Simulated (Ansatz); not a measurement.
```yaml
crystal:
  periodic: [false, false, false]
  atoms:
    - {symbol: O, position_ang: [-0.261774, -1.965719, -0.821393]}
    - {symbol: Si, position_ang: [-1.232817, -1.132561, 0.173519]}
    - {symbol: Cl, position_ang: [-0.979292, -1.712609, 2.117883]}
    - {symbol: O, position_ang: [-0.901775, 0.470238, 0.106078]}
    - {symbol: Si, position_ang: [0.388642, 1.410764, -0.010879]}
    - {symbol: O, position_ang: [1.658017, 0.458022, -0.344763]}
    - {symbol: F, position_ang: [0.169077, 2.488263, -1.137235]}
    - {symbol: F, position_ang: [0.629605, 2.219757, 1.318457]}
    - {symbol: H, position_ang: [0.676722, -1.757044, -0.800419]}
    - {symbol: H, position_ang: [-2.622692, -1.364835, -0.226859]}
    - {symbol: H, position_ang: [2.541586, 0.828822, -0.353688]}
basis:
  gaussian: {orbitals: ANO-RCC-VTZP, nuclear_model: gaussian}
hamiltonian: {xc: {name: HF}}
correlation: {method: ccsd}
accuracy: high
```

```sh
$ ansatz run in.yaml --threads 2 --pin off --events-out ev --progress --plain --max-ram 31744MiB --backend cuda --devices 0, --max-vram 18GiB
```

Output, abridged:

```
Functional definition: HF
5571 factors; integrals over basis functions are off by at most 3.8e-9 eV
mean field evaluation 1: about -39891.2147 eV, gradient 6.4e1 eV
mean field evaluation 2: about -39891.4400 eV, gradient 6.4e1 eV
mean field evaluation 4: about -39898.0552 eV, gradient 3.6e0 eV
mean field evaluation 8: about -39898.1203 eV, gradient 3.3e-1 eV
mean field evaluation 16: about -39898.1207 eV, gradient 2.3e-8 eV
mean field -39898.12065062 eV, -1466.2288899928 hartree, gradient 2.7e-8 eV, S^2 0.000000; 0 other end points of the search recorded, 0 dependent functions left out
20 core orbitals not correlated: weight in the atoms' cores, before any rotation towards them, 1.000 or more for the frozen orbitals, at most 0.000 for the correlated occupied ones
reference -39898.12065062 eV, -1466.2288899928 hartree; 25, 25 occupied and 249, 249 virtual orbitals, 5571 factors
second order -44.26793708 eV of doubles, -0.00000000 eV of singles
cycle   1  -44.02594625 eV  change    2.4e-1 eV  update   1.3e-1
cycle   2  -44.91457702 eV  change   -8.9e-1 eV  update   3.5e-2
cycle   3  -45.11045017 eV  change   -2.0e-1 eV  update   1.7e-2
cycle   4  -45.08235582 eV  change    2.8e-2 eV  update   3.3e-3
cycle   5  -45.07943171 eV  change    2.9e-3 eV  update   1.4e-3
cycle   6  -45.08065533 eV  change   -1.2e-3 eV  update   3.8e-4
cycle   7  -45.08045828 eV  change    2.0e-4 eV  update   1.4e-4
cycle   8  -45.08034953 eV  change    1.1e-4 eV  update   3.9e-5
cycle   9  -45.08035455 eV  change   -5.0e-6 eV  update   1.4e-5
cycle  10  -45.08035985 eV  change   -5.3e-6 eV  update   4.8e-6
cycle  11  -45.08035166 eV  change    8.2e-6 eV  update   1.8e-6
cycle  12  -45.08035562 eV  change   -4.0e-6 eV  update   6.6e-7
cycle  13  -45.08035596 eV  change   -3.4e-7 eV  update   2.3e-7
cycle  14  -45.08035623 eV  change   -2.7e-7 eV  update   9.7e-8
cycle  15  -45.08036678 eV  change   -1.1e-5 eV  update   3.0e-7
cycle  16  -45.08036653 eV  change    2.5e-7 eV  update   1.0e-7
cycle  17  -45.08036692 eV  change   -3.9e-7 eV  update   3.2e-8
cycle  18  -45.08036698 eV  change   -5.7e-8 eV  update   9.8e-9
cycle  19  -45.08036698 eV  change   6.8e-10 eV  update   3.2e-9
Total energy: -39943.20101760 eV, -1467.8855629227 hartree
Relativity: scalar
```

Run time 86 s (2 threads of an AMD EPYC 7R13 on a shared host and a share of an NVIDIA H100 80 GB); peak host memory 1.7 GiB.
